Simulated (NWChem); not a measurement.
System: AlHF$_{2}$; SMILES [F][AlH][F]

Excerpt of the output:

```
             Northwest Computational Chemistry Package (NWChem) 7.3.0
             --------------------------------------------------------

                             Geometry "geometry" -> ""
                             -------------------------

 Output coordinates in angstroms (scale by  1.889725989 to convert to a.u.)

  No.       Tag          Charge          X              Y              Z
 ---- ---------------- ---------- -------------- -------------- --------------
    1 Al                  13.0000     0.00000000     0.00000000    -0.41490300
    2 H                    1.0000     0.00000000     0.00000000    -1.97752200
    3 F                    9.0000    -1.41433100     0.00000000     0.44388600
    4 F                    9.0000     1.41433100     0.00000000     0.44388600

 Effective nuclear repulsion energy (a.u.)      97.7886735116

  xc_inp: hfexch multiplicative factor not found.
                              NWChem Property Module
                              ----------------------

  itol2e modified to match energy
  convergence criterion.

                                 NWChem DFT Module
                                 -----------------

 Summary of "ao basis" -> "ao basis" (spherical)
 ------------------------------------------------------------------------------
       Tag                 Description            Shells   Functions and Types
 ---------------- ------------------------------  ------  ---------------------
 Al                          sto-3g                  5        9   3s2p
 H                           sto-3g                  1        1   1s
 F                           sto-3g                  3        5   2s1p

  itol2e modified to match energy
  convergence criterion.

            General Information
            -------------------
          SCF calculation type: DFT
          Wavefunction type:  closed shell.
          No. of atoms     :     4
          No. of electrons :    32
           Alpha electrons :    16
            Beta electrons :    16
          Charge           :     0
          Spin multiplicity:     1
          Use of symmetry is: off; symmetry adaption is: off
          Maximum number of iterations: 150
          AO basis - number of functions:    20
                     number of shells:    12
          Convergence on energy requested:  1.00D-07
          Convergence on density requested:  1.00D-05
          Convergence on gradient requested:  5.00D-04

              XC Information
              --------------
                     Hartree-Fock (Exact) Exchange  1.000

      Superposition of Atomic Density Guess
      -------------------------------------

 Sum of atomic energies:        -435.33501852

      Non-variational initial energy
      ------------------------------

 Total energy =    -434.927717
 1-e energy   =    -809.943137
 2-e energy   =     277.226746
 HOMO         =      -0.272273
 LUMO         =       0.282617

   convergence    iter        energy       DeltaE   RMS-Dens  Diis-err
 ---------------- ----- ----------------- --------- --------- ---------
 d= 0,ls=0.0,diis     1   -435.6279306177 -5.33D+02  4.79D-02  4.30D-01
 d= 0,ls=0.0,diis     2   -435.7339956248 -1.06D-01  7.29D-03  1.81D-02
 d= 0,ls=0.0,diis     3   -435.7376145732 -3.62D-03  2.85D-03  8.81D-04
 d= 0,ls=0.0,diis     4   -435.7379493680 -3.35D-04  5.29D-04  2.56D-05
 d= 0,ls=0.0,diis     5   -435.7379620569 -1.27D-05  1.64D-04  1.71D-06
 d= 0,ls=0.0,diis     6   -435.7379629027 -8.46D-07  1.19D-05  1.46D-08
 d= 0,ls=0.0,diis     7   -435.7379629085 -5.78D-09  2.07D-06  4.40D-10

         Total DFT energy =     -435.737962908450
      One electron energy =     -809.725778891643
           Coulomb energy =      315.591123516813
    Exchange-Corr. energy =      -39.391981045227
 Nuclear repulsion energy =       97.788673511606

 Numeric. integr. density =        0.000000000000

                       DFT Final Molecular Orbital Analysis
                       ------------------------------------

 Vector   14  Occ=2.000000D+00  E=-3.774624D-01
              MO Center=  1.1D-13, -5.7D-15,  4.4D-01, r^2= 2.3D+00
   Bfn.  Coefficient  Atom+Function         Bfn.  Coefficient  Atom+Function
  ----- ------------  ---------------      ----- ------------  ---------------
    14      0.707160  3 F  py                19     -0.707160  4 F  py

 Vector   15  Occ=2.000000D+00  E=-3.725253D-01
              MO Center=  2.0D-14,  4.5D-15,  4.1D-01, r^2= 2.4D+00
   Bfn.  Coefficient  Atom+Function         Bfn.  Coefficient  Atom+Function
  ----- ------------  ---------------      ----- ------------  ---------------
    13      0.648392  3 F  px                18      0.648392  4 F  px
    15      0.230997  3 F  pz                20     -0.230997  4 F  pz
     7     -0.151023  1 Al px                 3      0.088353  1 Al px
    12     -0.085639  3 F  s                 17      0.085639  4 F  s

 Vector   16  Occ=2.000000D+00  E=-3.439425D-01
              MO Center=  7.4D-14,  1.3D-17, -5.4D-01, r^2= 2.9D+00
   Bfn.  Coefficient  Atom+Function         Bfn.  Coefficient  Atom+Function
  ----- ------------  ---------------      ----- ------------  ---------------
    10      0.553054  2 H  s                 15      0.529104  3 F  pz
    20      0.529104  4 F  pz                 9     -0.203051  1 Al pz
     5      0.121101  1 Al pz                12      0.045683  3 F  s
    17      0.045683  4 F  s                  6      0.041938  1 Al s
    13     -0.041330  3 F  px                18      0.041330  4 F  px

 Vector   17  Occ=0.000000D+00  E= 3.500158D-01
              MO Center= -1.4D-17, -2.2D-16, -3.6D-01, r^2= 1.6D+00
   Bfn.  Coefficient  Atom+Function         Bfn.  Coefficient  Atom+Function
  ----- ------------  ---------------      ----- ------------  ---------------
     8      1.026336  1 Al py                 4     -0.398062  1 Al py
    14     -0.266893  3 F  py                19     -0.266893  4 F  py

 Vector   18  Occ=0.000000D+00  E= 4.137880D-01
              MO Center= -5.5D-15,  3.8D-16, -5.2D-01, r^2= 2.1D+00
   Bfn.  Coefficient  Atom+Function         Bfn.  Coefficient  Atom+Function
  ----- ------------  ---------------      ----- ------------  ---------------
     6      1.086492  1 Al s                 10     -0.656703  2 H  s
    13     -0.361499  3 F  px                18      0.361499  4 F  px
     2     -0.306524  1 Al s                 12     -0.260520  3 F  s
    17     -0.260520  4 F  s                 15      0.212324  3 F  pz
    20      0.212324  4 F  pz                 1      0.085798  1 Al s

[...]

          -----------------------------------------
          Chemical Shielding Tensors (GIAO, in ppm)
          -----------------------------------------

                                NWChem CPHF Module
                                ------------------

  scftype          =     RHF
  nclosed          =       16
  nopen            =        0
  variables        =       64
  # of vectors     =        3
  tolerance        = 0.10D-03
  level shift      = 0.00D+00
  max iterations   =       50
  max subspace     =       30

 SCF residual:    7.1952721504898903E-006

Iterative solution of linear equations
  No. of variables       64
  No. of equations        3
  Maximum subspace       30
        Iterations       50
       Convergence  1.0D-04

   iter   nsub   residual    time
   ----  ------  --------  ---------
     1      3    1.17D+00       0.8
     2      6    1.32D-01       0.9
     3      9    1.93D-02       1.0
     4     12    4.34D-03       1.0
     5     15    8.29D-04       1.1
     6     18    8.18D-05       1.2

      Atom:    1  Al
        Diamagnetic
    783.2795      0.0000     -0.0000
      0.0000    781.5686      0.0000
     -0.0000      0.0000    777.9411

        Paramagnetic
   -329.2427      0.0000      0.0000
      0.0000   -280.6772     -0.0000
      0.0000     -0.0000   -316.7788

        Total Shielding Tensor
    454.0368      0.0000      0.0000
      0.0000    500.8914     -0.0000
      0.0000     -0.0000    461.1623

           isotropic =     472.0302
          anisotropy =      43.2918

          Principal Components and Axis System
                 1           2           3
              500.8914    461.1623    454.0368

      1         0.0000      0.0000      1.0000
      2         1.0000     -0.0000      0.0000
      3        -0.0000      1.0000      0.0000

      Atom:    2  H
        Diamagnetic
     28.8883      0.0000     -0.0000
      0.0000     28.8578      0.0000
     -0.0000      0.0000     38.3601

        Paramagnetic
     -0.2961     -0.0000      0.0000
     -0.0000     -0.2756     -0.0000
      0.0000     -0.0000     -2.8856

        Total Shielding Tensor
     28.5923     -0.0000      0.0000
     -0.0000     28.5823     -0.0000
      0.0000     -0.0000     35.4745

           isotropic =      30.8830
          anisotropy =       6.8872

          Principal Components and Axis System
                 1           2           3
               35.4745     28.5923     28.5823

      1         0.0000      1.0000     -0.0000
      2        -0.0000     -0.0000      1.0000
      3         1.0000      0.0000     -0.0000

      Atom:    3  F
        Diamagnetic
    474.2718     -0.0000    -17.1296
     -0.0000    446.0253     -0.0000
    -17.1296     -0.0000    455.6083

        Paramagnetic
    -63.5702      0.0000     12.7646
      0.0000    212.6245      0.0000
     12.7646      0.0000    -13.2056

        Total Shielding Tensor
    410.7016      0.0000     -4.3650
      0.0000    658.6498      0.0000
     -4.3650      0.0000    442.4028

           isotropic =     503.9180
          anisotropy =     232.0976

          Principal Components and Axis System
                 1           2           3
              658.6498    442.9928    410.1115

      1         0.0000     -0.1340      0.9910
      2         1.0000      0.0000      0.0000
      3         0.0000      0.9910      0.1340
```

Level: Hartree-Fock/STO-3G, GIAO. STO-3G and 3-21G are far too small for this property and stand as cheap habits. The geometry was optimised at PBE0/def2-SVP. The printed shielding anisotropy is the first printed principal value minus the mean of the other two.

Task: Which NWChem input produces such a log?

Result: One answer among several that fit: the input that was run:
```
start job
memory heap 200 mb stack 900 mb global 1100 mb
geometry units angstroms noautosym nocenter noautoz
  Al     0.000000     0.000000    -0.414903
  H      0.000000     0.000000    -1.977522
  F     -1.414331     0.000000     0.443886
  F      1.414331     0.000000     0.443886
end
basis spherical
  * library sto-3g
end
dft
  xc hfexch
  iterations 150
end
property
  shielding 3 1 2 3
end
task dft property
```
